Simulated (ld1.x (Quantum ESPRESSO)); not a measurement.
An all-electron radial function and its pseudo partner (Zn)

Columns: radius, all-electron u(r) and pseudo u(r) of the 3p shell (level -82.29 eV) of zinc in the configuration [Ne] 3s2 3p6 3d10 4s2 4p0; Wu–Cohen, non-relativistic, TM scheme, ld1.x (Quantum ESPRESSO) 7.5.

| r (bohr) | all-electron | pseudo |
| --- | --- | --- |
| 0.110 | 0.6664 | -0.1127 |
| 0.220 | 0.2283 | -0.4082 |
| 0.330 | -0.5441 | -0.7749 |
| 0.440 | -1.0566 | -1.0817 |
| 0.550 | -1.2575 | -1.2402 |
| 0.660 | -1.2487 | -1.2401 |
| 0.770 | -1.1317 | -1.1305 |
| 0.880 | -0.9735 | -0.9735 |
| 0.990 | -0.8108 | -0.8108 |
| 1.100 | -0.6610 | -0.6610 |
| 1.210 | -0.5312 | -0.5312 |
| 1.320 | -0.4224 | -0.4224 |
| 1.430 | -0.3333 | -0.3333 |
| 1.540 | -0.2615 | -0.2615 |
| 1.650 | -0.2043 | -0.2043 |
| 1.760 | -0.1591 | -0.1591 |
| 1.870 | -0.1236 | -0.1236 |
| 1.980 | -0.0958 | -0.0958 |
| 2.090 | -0.0741 | -0.0741 |
| 2.200 | -0.0572 | -0.0572 |
| 2.310 | -0.0442 | -0.0442 |
| 2.420 | -0.0341 | -0.0341 |
| 2.530 | -0.0262 | -0.0262 |
| 2.640 | -0.0202 | -0.0202 |
| 2.750 | -0.0155 | -0.0155 |
| 2.860 | -0.0119 | -0.0119 |

(1) How many radial nodes do the two functions have?

(2) At about which radius was the pseudo-wave matched?

(3) Where does each function peak?

(4) Is the pseudo-wave norm-conserving?

Answers

(1) The all-electron 3p function has n − l − 1 = 1; the pseudo-wave has 0, since the states of the same l below it are removed with the core.

(2) 0.95 bohr, where the columns begin to agree (steps of 0.11 bohr).

(3) Outermost all-electron maximum near 0.55 bohr, pseudo maximum near 0.55 bohr (to the table’s step).

(4) Yes: the TM scheme keeps the norm inside the radius equal to the all-electron one, which fixes the energy derivative of the logarithmic derivative at the level.
